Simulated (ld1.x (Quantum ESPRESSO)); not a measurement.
Building the RRKJ potential for H (PBE, scalar-relativistic).

H (Z = 1), norm-conserving RRKJ (Kleinman–Bylander form), made with ld1.x (Quantum ESPRESSO) 7.5 (PBE, scalar-relativistic). Core none, reference 1s1. Waves: 1s (bound): rc 0.90 bohr. Local part: the s channel. Core correction: none.

- Cutoffs needed: 30 Ry and 55 Ry (the cutoffs (Ry, on a coarse ladder) from which the occupation-weighted sum of valence levels, in a spherical-Bessel basis at the reference potential, stays within 10 and 1 mRy of its value at 400 Ry)
- Ghost test: no extra level below or beside the all-electron valence levels (s, p, d, f tested) (spherical-Bessel basis up to 400 Ry, 20 bohr box)
